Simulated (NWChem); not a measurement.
Molecule: BeF, doublet; SMILES [Be][F]

```xyz
2

Be     0.0000     0.0000    -0.9672
F      0.0000     0.0000     0.4299
```
Atoms are numbered in this order, from 1.

Program: NWChem. Pople sets run with spherical d functions. Spin-unrestricted. Geometry: optimised at PBE0/def2-SVP, spin-unrestricted. The spin multiplicity was typed, not searched, and may not be the lowest. No stability test was run on the SCF state. B3LYP is NWChem's, with the RPA form of VWN correlation. Vertical excitations in the gas phase; the lowest state need not have the same character in each row. Excited states of an open shell can be spin-contaminated.

| level | lowest excitation (eV) | oscillator strength of that lowest state | lowest empty minus highest occupied level, either spin (eV) |
|---|---|---|---|
| PBE/6-31+G*, TDA | 4.13 | 0.186 | 2.51 |
| B3LYP/6-31+G*, TDA | 4.20 | 0.187 | 3.54 |
| CAM-B3LYP/6-31+G*, TDA | 4.22 | 0.187 | 5.88 |
| PBE0/6-31+G*, TDA | 4.18 | 0.188 | 4.37 |
